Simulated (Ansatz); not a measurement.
Coupled-cluster diagnostics for Al5As4H16⁻, a cluster cut from zinc blende AlAs (hydrogen-capped), Ansatz.

Geometry of the singlet (PBE-D4/def2-SVP):

```xyz
25

As   -1.4349    1.2064   -1.1645
As    2.2341    0.2212   -1.2944
As   -0.1108    0.9858    2.3963
As   -0.2653   -2.1724    0.2831
Al   -1.6069    2.4742    0.9795
Al    0.6002    1.7437   -2.5076
Al   -2.1405   -1.2147   -1.1060
Al    1.9894   -2.2571   -0.7862
Al   -0.2276   -1.5354    2.6970
H    -2.5354    1.8691   -1.9989
H     2.5903    0.9120    0.0219
H     3.6060    0.4182   -1.9419
H    -0.0482    1.6066    3.7931
H     1.3328    1.3199    2.0208
H    -0.6195   -3.6604    0.3660
H    -0.9134    3.9287    0.9063
H    -3.0685    2.3384    1.6459
H     1.1058    3.2615   -2.3016
H     0.5142    1.1448   -4.0018
H    -2.0600   -1.8252   -2.5971
H    -3.5243   -1.3433   -0.2869
H     1.9466   -2.9690   -2.2319
H     3.1600   -2.6584    0.2483
H    -1.6479   -1.7975    3.4132
H     1.1234   -1.9972    3.4473
```

Correlated methods freeze 61 core orbitals; core or outer-core shells of As are correlated, in sets that lack core-valence functions.

Question: Estimate the CCSD(T) correlation energy, the shares of MP2 and (T), T1 and the reference's ⟨S²⟩ for: charge -1, singlet, own geometry in def2-SVP; and the rough time on 2 threads of AMD EPYC 7R13 on a shared host and a share (18 GiB) of an NVIDIA H100 80GB HBM3.

Answer: 
| state | basis | correlation (eV) | MP2 share (%) | (T) share (%) | T1 | ⟨S²⟩ (pure) | wall time |
| --- | --- | --- | --- | --- | --- | --- | --- |
| charge -1, singlet, own geometry | def2-SVP | -40.505 | 90.1 | 2.9 | 0.010 | 0.00 (0.00) | 27 s |
Customary marks for T1 are 0.02 (closed shells), 0.045 (open shells) and about 0.05 (3d metals). T1 stays under 0.02 throughout.
